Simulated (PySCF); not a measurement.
**`C#C[Si@@H](P)O[SiH3]`, C₂H₇OPSi₂**

Geometry:
```
atom   x (Å)   y (Å)   z (Å)
  C1  -2.806  -1.125  -0.527
  C2  -1.804  -0.478  -0.687
 Si3  -0.270   0.545  -0.883
  P4  -0.395   2.209   0.621
  O5   1.045  -0.341  -0.550
 Si6   2.013  -1.294   0.339
  H7  -3.680  -1.695  -0.395
  H8  -0.080   0.916  -2.287
  H9   0.586   2.985   0.022
 H10  -1.412   2.875  -0.042
 H11   3.356  -0.925  -0.101
 H12   1.789  -1.005   1.754
 H13   1.652  -2.667  -0.005
```

The calculation used GIAO B3LYP/pcSseg-1 magnetisability, rotational g tensor and spin-rotation constants, non-relativistic, gas phase (PySCF). Geometry: GFN2-xTB.

**Question.** Give the nuclear spin-rotation constants along the inertial axes (H = +C I·J) beside the isotropic shieldings.

**Answer.** Rotational constants 1.9350, 1.2936, 0.8803 GHz. A star marks the isotopologue with that one atom substituted, in its own axes.
| atom | isotope | Caa (kHz) | Cbb (kHz) | Ccc (kHz) | mean (kHz) | σ (ppm) |
| --- | --- | --- | --- | --- | --- | --- |
| P4 | 31P | 1.644 | 1.157 | 0.962 | 1.254 | 578.4 |
| H7 | 1H | -0.183 | -0.031 | -0.082 | -0.099 | 29.8 |
| H8 | 1H | -0.170 | -0.111 | 0.054 | -0.076 | 26.0 |
| H9 | 1H | -0.220 | -0.051 | -0.052 | -0.108 | 30.6 |
| H10 | 1H | 0.001 | -0.150 | -0.091 | -0.080 | 30.9 |
| H11 | 1H | -0.074 | -0.052 | -0.042 | -0.056 | 26.9 |
| H12 | 1H | -0.166 | -0.091 | 0.028 | -0.076 | 26.7 |
| H13 | 1H | -0.154 | 0.060 | -0.081 | -0.058 | 26.7 |
| C1 | 13C* | 0.616 | 0.226 | 0.286 | 0.376 | 80.7 |
| C2 | 13C* | 0.630 | 0.169 | 0.283 | 0.360 | 92.0 |
| Si3 | 29Si* | -1.089 | -0.815 | -0.555 | -0.820 | 370.7 |
| O5 | 17O* | -0.273 | -0.034 | -0.048 | -0.118 | 307.2 |
| Si6 | 29Si* | -1.056 | -0.795 | -0.528 | -0.793 | 384.7 |

For the geometry as given, no vibrational averaging.

**Question.** How do the rotational constants and the g tensor change when H7, H8, H9, H10, H11, H12, H13 are replaced by deuterium?

**Answer.** Constants 1.7160, 1.1536, 0.7936 GHz; g -0.0179, -0.0158, -0.0101, against -0.0203, -0.0176, -0.0112 before.
